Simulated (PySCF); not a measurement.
Molecule: n-PrOi-Pr (C(OCCC)(C)C, C$_{6}$H$_{14}$O).

Atom-mapped SMILES (the numbers label the heavy atoms): `[CH3:1][CH2:2][CH2:3][O:4][CH:5]([CH3:6])[CH3:7]`. Hydrogens are named by the atom that carries them.

Geometry PBE0-D3(BJ)/def2-SVP throughout; GIAO in PySCF 2.14, gas phase, one conformer, non-relativistic; equivalent atoms averaged; basis pcSseg-1.

For orientation, LC-wPBE gives these absolute shieldings σ: C5 118.2, C2 163.8, C1 177.7, O4 279.4, H(C5) 28.21, H(C3) 28.29, H(C2) 29.81, H(C6)/H(C7) 30.22, H(C1) 30.46 ppm.

A run gave: C5 103.8, C2 150.5, C1 166.7, O4 245.9, H(C5) 27.98, H(C3) 28.10, H(C2) 29.80, H(C6)/H(C7) 30.26, H(C1) 30.46 ppm (absolute shieldings σ).

Problem. Which functional was used in that run?
A. PBE0
B. B97-D
C. mPW1PW91
D. WP04

Solution. B. C5 tells them apart best: B97-D gives 103.8, mPW1PW91 gives 110.8, PBE0 gives 111.6, WP04 gives 96.7 ppm.
